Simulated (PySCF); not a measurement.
Species: CH₁₀Si₄.
Bonds: C1–Si2, Si2–Si3, Si3–Si4, Si4–Si5, C1–Si5. Hydrogens: H6, H7 on C1; H8, H9 on Si2; H10, H11 on Si3; H12, H13 on Si4; H14, H15 on Si5.

NICS is the negative of the GIAO shielding at a point without a nucleus: at the ring centre (0) and 1 Å above and below it (1); zz is the component along the ring normal. Level: GIAO PBE0/pcSseg-1 (PySCF, non-relativistic, gas phase) on the GFN2-xTB geometry, one conformer.

Ring bond lengths (Å), with Mayer bond orders in brackets: C1–Si2 1.915 (0.91), Si2–Si3 2.325 (0.88), Si3–Si4 2.336 (0.86), Si4–Si5 2.326 (0.88), Si5–C1 1.915 (0.91).

Problem. What do the NICS probes read (ppm)?

Solution. 
| ring | type | NICS(0) | NICS(1), two faces | NICS(1)zz, two faces | rms pucker (Å) | centre to ring atoms, mean (Å) |
| --- | --- | --- | --- | --- | --- | --- |
| C1–Si2–Si3–Si4–Si5 | 5-membered ring with 4 Si; formal bonds all single | -2.9 | -2.9 / -3.3 | 0.2 / 0.8 | 0.20 | 1.82 |

Problem. What can be read from them?

Solution. 
- C1–Si2–Si3–Si4–Si5: mean NICS(1)zz 0.5 ppm, near zero. C1, Si2, Si3, Si4, Si5 have four or more neighbours; no verdict on aromaticity is drawn.

Problem. At the first NICS(1) probe listed for ring C1–Si2–Si3–Si4–Si5, 1 Å off the ring, how large is the induced field along the normal in 9.4 T applied along it?

Solution. NICSzz × B0 = 0.2 ppm × 9.4 T = 2 μT, along the applied field.

Problem. What are the shieldings of the ring atoms and their hydrogens in the same run (means over atoms taken as equivalent)?

Solution. 
```tsv
atoms	environment	σ isotropic (ppm)
C1	sp3 carbon bound to silicon	198.0
Si2 (×2)	SiH2 silicon	416.2
Si3 (×2)	SiH2 silicon	474.2
H6 (×2)	methylene hydrogen	31.66
H8 (×4)	Si–H hydrogen	27.57
H10 (×4)	Si–H hydrogen	28.31
```

Time: 34 s of wall time; peak memory 0.75 GiB. Hardware: one thread, Arm Neoverse N1 (aarch64), no GPU (shared host). This is the whole shielding run at PBE0/pcSseg-1, SCF included.
